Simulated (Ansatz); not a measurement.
Calculated with Ansatz (gas phase, PBE0-D4/def2-TZVP geometries, no zero-point term in ΔE). CCSD(T)/CBS is the MP2 limit (def2-TZVPP, def2-QZVPP) plus CCSD(T) − MP2 in def2-TZVPP, frozen cores. This one scheme is used for every species. Functionals use def2-TZVPP. Each species was taken in one conformer, which may not be the lowest.

Consider the cleavage of the Si–Si bond: `N[SiH2][Si](N)(Cl)Cl` + H–F → `N[SiH2]F` + `N[SiH](Cl)Cl`.

CCSD(T)/CBS gives -37.9 kcal/mol.

Another level gave -38.4 kcal/mol. Which?
A. CCSD/def2-TZVPP
B. CCSD(T)/def2-TZVPP
C. PBE0/def2-TZVPP
D. HF/def2-TZVPP

B. CCSD(T)/def2-TZVPP -38.4, HF/def2-TZVPP -46.9, CCSD/def2-TZVPP -39.7, PBE0 -36.3 kcal/mol.

Largest T1 diagnostic among the species: 0.011.

In def2-TZVPP, CCSD(T) changes the Hartree–Fock value by +8.6 kcal/mol (the triples alone add +1.3 kcal/mol) and MP2 by +7.8 kcal/mol. From PBE to PBE0 (25 % exact exchange), in def2-TZVPP and without D4, ΔE moves by −1.4 kcal/mol.
